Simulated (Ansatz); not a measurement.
Nudged elastic band run: Al$_{2}$H$_{6}$SSi

Input file:

```yaml
crystal:
  periodic: [false, false, false]
  atoms:
    - { symbol: Al, position_ang: [-0.991047, 1.098502, -0.949799] }
    - { symbol: S, position_ang: [1.14064, 1.809761, -1.078849] }
    - { symbol: Al, position_ang: [1.858939, -0.017522, -0.184196] }
    - { symbol: Si, position_ang: [-0.061223, -1.037674, 0.967256] }
    - { symbol: H, position_ang: [-1.348219, -0.151412, -1.867329] }
    - { symbol: H, position_ang: [-2.063994, 2.127176, -0.400185] }
    - { symbol: H, position_ang: [3.360028, -0.515376, -0.168423] }
    - { symbol: H, position_ang: [-0.650317, -2.326457, 0.497179] }
    - { symbol: H, position_ang: [-1.173641, 0.001581, 0.724368] }
    - { symbol: H, position_ang: [0.012034, -1.039679, 2.462878] }
basis:
  gaussian: { orbitals: def2-SVP }
hamiltonian:
  xc: pbe0
  dispersion: d4
neb:
  order_check: false
  images: 2
  f_tol: 0.03
  max_iterations: 60
  initial_path: idpp
  climbing: false
  final_atoms:
    - { symbol: Al, position_ang: [-0.9467985, 1.31103137, -0.67865547] }
    - { symbol: S, position_ang: [1.03325398, 1.27372869, -1.74720626] }
    - { symbol: Al, position_ang: [1.83955727, -0.11778766, -0.30889282] }
    - { symbol: Si, position_ang: [-0.08564277, -1.15828828, 0.81494463] }
    - { symbol: H, position_ang: [-0.92456347, 1.96216595, 0.77310255] }
    - { symbol: H, position_ang: [-2.25232927, 1.18889209, -1.56807078] }
    - { symbol: H, position_ang: [3.36757791, -0.4803848, -0.12503619] }
    - { symbol: H, position_ang: [-0.30258183, -2.60846857, 0.51193842] }
    - { symbol: H, position_ang: [-1.27562123, -0.51847492, 0.07260171] }
    - { symbol: H, position_ang: [-0.36965208, -0.90351388, 2.2581742] }
```

Launched with:

```bash
$ ansatz run input.yaml --threads 2 --pin off --max-ram 3072MiB --backend cpu --events-out ev --progress --plain --runs-dir out
```

Output, in part (warnings, iteration lines, the closing report on the highest movable image, with atoms numbered from 0):

```
NEB end point (image 0): max|allowed force component| = 7.036e-3 eV/Å (the criterion of neb.relax_end_points is 1.000e-2)
NEB end point (image 3): max|allowed force component| = 1.210e-2 eV/Å (the criterion of neb.relax_end_points is 1.000e-2)
NEB iter   1: max|band force component| = 1.058e0 eV/Å  barrier→ = 1.3610 eV  barrier← = 1.3609 eV  Δτ_max = 0.1936 Å  (92 SCF iters)
NEB iter   2: max|band force component| = 5.790e-1 eV/Å  barrier→ = 0.8344 eV  barrier← = 0.8344 eV  Δτ_max = 0.1963 Å  (52 SCF iters)
NEB iter   3: max|band force component| = 6.139e-1 eV/Å  barrier→ = 0.5543 eV  barrier← = 0.5543 eV  Δτ_max = 0.0995 Å  (52 SCF iters)
NEB iter   4: max|band force component| = 4.982e-1 eV/Å  barrier→ = 0.4425 eV  barrier← = 0.4425 eV  Δτ_max = 0.1981 Å  (46 SCF iters)
NEB iter   5: max|band force component| = 2.708e-1 eV/Å  barrier→ = 0.2908 eV  barrier← = 0.2908 eV  Δτ_max = 0.1970 Å  (52 SCF iters)
NEB iter   6: max|band force component| = 2.036e-1 eV/Å  barrier→ = 0.2094 eV  barrier← = 0.2094 eV  Δτ_max = 0.1965 Å  (44 SCF iters)
NEB iter   7: max|band force component| = 1.277e-1 eV/Å  barrier→ = 0.1448 eV  barrier← = 0.1448 eV  Δτ_max = 0.1957 Å  (50 SCF iters)
NEB iter   8: max|band force component| = 1.272e-1 eV/Å  barrier→ = 0.1124 eV  barrier← = 0.1123 eV  Δτ_max = 0.1323 Å  (50 SCF iters)
NEB iter   9: max|band force component| = 7.223e-2 eV/Å  barrier→ = 0.1027 eV  barrier← = 0.1026 eV  Δτ_max = 0.1226 Å  (46 SCF iters)
NEB iter  10: max|band force component| = 1.013e-1 eV/Å  barrier→ = 0.0992 eV  barrier← = 0.0991 eV  Δτ_max = 0.0622 Å  (50 SCF iters)
NEB iter  11: max|band force component| = 5.526e-2 eV/Å  barrier→ = 0.0909 eV  barrier← = 0.0909 eV  Δτ_max = 0.0624 Å  (44 SCF iters)
NEB iter  12: max|band force component| = 9.888e-2 eV/Å  barrier→ = 0.0863 eV  barrier← = 0.0863 eV  Δτ_max = 0.0311 Å  (46 SCF iters)
NEB iter  13: max|band force component| = 3.173e-2 eV/Å  barrier→ = 0.0837 eV  barrier← = 0.0836 eV  Δτ_max = 0.0620 Å  (46 SCF iters)
NEB iter  14: max|band force component| = 2.037e-2 eV/Å  barrier→ = 0.0813 eV  barrier← = 0.0813 eV  Δτ_max = 0.0000 Å  (90 SCF iters)
Total energy: -31982.80473650 eV, -1175.3463953428 hartree
Atom 0 at    -1.212548     1.679389    -1.244551 Å, force    -0.003394     0.000668     0.002164 eV/Å
Atom 1 at     0.895140     2.084004    -0.812447 Å, force     0.004917    -0.005552     0.001178 eV/Å
Atom 2 at     1.600450     0.198632     0.072196 Å, force    -0.018537     0.021327    -0.003314 eV/Å
Atom 3 at     0.097457    -1.497623     1.016331 Å, force     0.004944     0.002569     0.005031 eV/Å
Atom 4 at    -1.759412     0.193862    -1.144736 Å, force    -0.001242     0.003416    -0.014237 eV/Å
Atom 5 at    -2.097812     2.911942    -1.695886 Å, force     0.007854    -0.014294    -0.002877 eV/Å
Atom 6 at     3.179969     0.046293     0.112269 Å, force     0.000886    -0.003073     0.008641 eV/Å
Atom 7 at    -0.006396    -2.677176     0.097089 Å, force    -0.012809     0.002456    -0.006839 eV/Å
Atom 8 at    -1.285833    -0.999322     1.291714 Å, force     0.007139     0.007580     0.018056 eV/Å
Atom 9 at     0.672186    -1.991100     2.310921 Å, force     0.010241    -0.015096    -0.007802 eV/Å
Dipole moment:    -0.120163    -0.127219     0.003019 e Å
```

The forces met the threshold. No image climbed, so the highest image needn't sit at the top of the path. So few images can step over the top or miss a turn of the path.

Final band (atoms are numbered from 1 in the order of the input):

```json
{"image": "0", "path coordinate (Å)": "0.00", "energy (kcal/mol)": "0.0", "dihedral H5–Al1–S2–Al3 (°)": "-66"}
{"image": "1", "path coordinate (Å)": "2.65", "energy (kcal/mol)": "1.9", "dihedral H5–Al1–S2–Al3 (°)": "-11"}
{"image": "2", "path coordinate (Å)": "5.30", "energy (kcal/mol)": "1.9", "dihedral H5–Al1–S2–Al3 (°)": "11"}
{"image": "3", "path coordinate (Å)": "7.94", "energy (kcal/mol)": "0.0", "dihedral H5–Al1–S2–Al3 (°)": "67"}
```

Run time: 50 s on 2 threads of Intel(R) Xeon(R) Platinum 8488C (Sapphire Rapids), on a shared host, peak memory 0.24 GiB.
